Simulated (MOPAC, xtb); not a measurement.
Noncovalent pair: SiH4 (SMILES [SiH4]) (first 5 atoms) with CH3F (SMILES CF); geometry from B3LYP-D3(BJ)/def2-TZVP, rigid monomers moved along the line of their centres of mass till Si1···F7 is 4.40 Å.
(charge 0, multiplicity 1):
```xyz
10

Si     0.161     0.131     0.039
H     -1.161     0.478     0.607
H      1.151     1.178     0.367
H      0.033     0.025    -1.434
H      0.602    -1.178     0.571
C     -0.568    -0.851     4.932
F      0.271     0.142     4.434
H     -0.179    -1.822     4.626
H     -0.588    -0.775     6.019
H     -1.568    -0.700     4.523
```

Interaction energies are E(AB) − E(A) − E(B) at the monomers' geometry in the complex; basis-set methods are counterpoise corrected.

The state that PM3, PM6 reach isn't checked.

The values were computed with MOPAC for PM3, PM6 (differences of heats of formation); xtb for the GFN methods. Values without a source in brackets are computed.

Task: One of these levels gives -0.5 meV for the interaction energy. Name it.
A. GFN1-xTB
B. PM3
C. PM6

Result: C, PM6. The others give 13.0 (PM3), -18.2 (GFN1-xTB)
